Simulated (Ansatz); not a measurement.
Reaction (substitution at a C–Si bond): `C[Si](F)(F)C#N` + `[NH2][Ga]([NH2])[OH]` → `C[O][Ga]([NH2])[NH2]` + `N#C[SiH](F)F`

Gas-phase electronic energies from Ansatz, PBE0-D4/def2-TZVP geometries. CCSD(T)/CBS adds triple-zeta CCSD(T) − MP2 to the extrapolated MP2 energy (def2 sets, frozen cores). This one scheme is used for every species. DFT in def2-TZVPP. B3LYP here is the variant with VWN-RPA as its local correlation; programs differ in this. HSE06 is defined as in plane-wave codes. For Ga outer-core shells are correlated without core-valence functions, which leaves a few kJ/mol of doubt a bond. Scalar relativity is left out up to krypton. Each species was taken in one conformer, which may not be the lowest.

`C[Si](F)(F)C#N`:

Cartesian coordinates in Å:
```
C 0.034 1.259 0.072
Si 0.218 -0.478 -0.466
F -0.522 -0.756 -1.833
F 1.733 -0.885 -0.646
C -0.495 -1.659 0.760
N -0.956 -2.346 1.561
H -1.021 1.510 0.198
H 0.544 1.419 1.024
H 0.466 1.934 -0.671
```

`[NH2][Ga]([NH2])[OH]`:

```xyz
9

N    -1.457   -0.002   -1.036
Ga    0.095    0.189   -0.118
N     0.576   -0.870    1.282
O     1.157    1.516   -0.677
H    -1.770    0.753   -1.624
H    -2.237   -0.500   -0.642
H     1.534   -0.918    1.585
H     0.113   -1.751    1.437
H     1.988    1.582   -0.206
```

`C[O][Ga]([NH2])[NH2]`:

Cartesian coordinates in Å:
```
C -0.984 -0.913 -1.616
O -0.348 -1.205 -0.402
Ga 0.348 0.076 0.631
N 0.322 1.797 0.046
N 1.039 -0.478 2.213
H -1.229 -1.853 -2.120
H -1.923 -0.360 -1.476
H -0.350 -0.329 -2.299
H 0.486 2.566 0.673
H -0.293 2.069 -0.703
H 1.702 0.088 2.715
H 1.231 -1.458 2.339
```

`N#C[SiH](F)F`:

```xyz
6

N     1.594    1.095   -1.474
C     0.839    0.565   -0.786
Si   -0.363   -0.218    0.364
F     0.239   -1.604    0.804
F    -1.692   -0.467   -0.441
H    -0.618    0.627    1.532
```

| level | ΔE (eV) |
| --- | --- |
| PBE-D4 | 1.28 |
| revPBE-D4 | 1.26 |
| BLYP-D4 | 1.20 |
| B3LYP-D4 | 1.23 |
| PBE-QIDH | 1.32 |
| r2SCAN0 | 1.34 |
| HSE06 | 1.30 |
| RPA@PBE/def2-TZVPP | 1.15 |

Q: What does CCSD(T)/CBS give? (Estimate.)

A: Ansatz gave: +1.31 eV. The listed levels differ from it by -0.03, -0.05, -0.11, -0.08, 0.01, 0.03, -0.01, -0.16 eV.

Q: What do rigid-rotor, harmonic-oscillator terms from PBE0-D4/def2-TZVP frequencies (298.15 K, 1 bar) make of the CCSD(T)/CBS value? (Best estimate.)

A: Ansatz gave: ΔZPE = -0.01 eV, ΔH = +1.30 eV, ΔS = 12 J/(mol·K), ΔG = +1.26 eV. Modes under 50 cm⁻¹ make the entropy rough.

Largest T1 diagnostic among the species: 0.013.

From BLYP to BHLYP (50 % exact exchange), in def2-TZVPP and without D4, ΔE moves by +0.04 eV. Leaving LDA and LC-ωPBE aside and taking each functional with its dispersion term where it has one, the values, not all of them listed here, spread over 0.14 eV, from BLYP-D4 to r2SCAN0-D4. LDA lies +0.04 eV from PBE without D4.
